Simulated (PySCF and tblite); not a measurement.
The numbers below are computed, except where a source is named.
C₆H₅FSe, numbered as in [CH2:1]=[CH:2][c:3]1[cH:4][se:5][cH:6][c:7]1[F:8].

Conformers came from 60 starts (ETKDG, GFN2-xTB); geometries are GFN2-xTB. Weights use PBE0-D3(BJ)/pcSseg-1 energies plus GFN2-xTB zero-point and thermal terms (modes under about 100 cm⁻¹ blended into free rotors). Symmetry numbers and mirror images are counted. Conformers within 2.5 kcal/mol (GFN2-xTB free energy) were kept, 4 at most. Of two unlike H on one atom, a is the less shielded (PBE0/pcSseg-1). Run with PySCF (density fitting) and tblite.

An NOE distance is ⟨r⁻⁶⟩^(−1/6) over all pairs of like atoms and, for the average, over conformers.

Torsions listed: C1–C2–C3–C4.

| conformer | shape | weight % |
| --- | --- | --- |
| 1 | 180° | 58.1 |
| 2 | 0° | 41.9 |

Which H–H contacts under 3.5 Å would NOEs report (pairs on one atom left out) at 298.15 K?


| pair | in 1 (Å) | in 2 (Å) | average (Å) |
| --- | --- | --- | --- |
| H1b ··· H2 | 2.41 | 2.42 | 2.42 |
| H2 ··· H4 | 2.48 | 3.93 | 2.70 |
| H1a ··· H4 | 4.75 | 2.35 | 2.71 |
| H1a ··· H2 | 3.07 | 3.06 | 3.06 |

Longer pairs under the limit may be missing.

In a model where alignment follows shape alone (order matrix 0.0005 × (3G/tr G − 1)/2, G the second moments of the atom positions; splitting J + 2D), what are the one-bond C–H dipolar couplings D?

H1b -5.5 Hz (-6.0 in conformer 1), H1a 0.3 Hz (-0.3 in conformer 1), H2 0.2 Hz (-0.5 in conformer 1), H4 -1.4 Hz (-0.4 in conformer 1), H6 -4.0 Hz (-2.6 in conformer 1).
